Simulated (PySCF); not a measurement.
TiCl₂O, SMILES [O]=[Ti]([Cl])[Cl], multiplicity 1.

The structure is a stationary point at ωB97X-D3(BJ)/def2-SVP. The spin state was assumed, not searched. The isomer is the one that the SMILES or the coordinates give; other isomers of the formula were not compared.

Two levels are set side by side: TDA-PBE/def2-SVPD (PySCF) and TDA-ωB97X/def2-SVPD (PySCF). Vertical, same geometry. The lowest singlet is HOMO→LUMO 99 % with PBE and HOMO→LUMO 85 % with the other functional; states are paired by order. Differences are taken from unrounded values.

```json
[
 {"quantity": "lowest singlet excitation (eV)", "TDA-ωB97X": "4.18", "TDA-PBE": "3.06", "TDA-PBE minus TDA-ωB97X": "-1.13"},
 {"quantity": "lowest triplet excitation (TDA) (eV)", "TDA-ωB97X": "4.12", "TDA-PBE": "3.00", "TDA-PBE minus TDA-ωB97X": "-1.12"}
]
```

A lower first singlet is the usual sign of a functional without exact exchange. Differences between two approximate levels are no errors against the true value.

Rough cost on one machine, each run with all the roots and properties that it gave: TDA-ωB97X against TDA-PBE about 4 times.
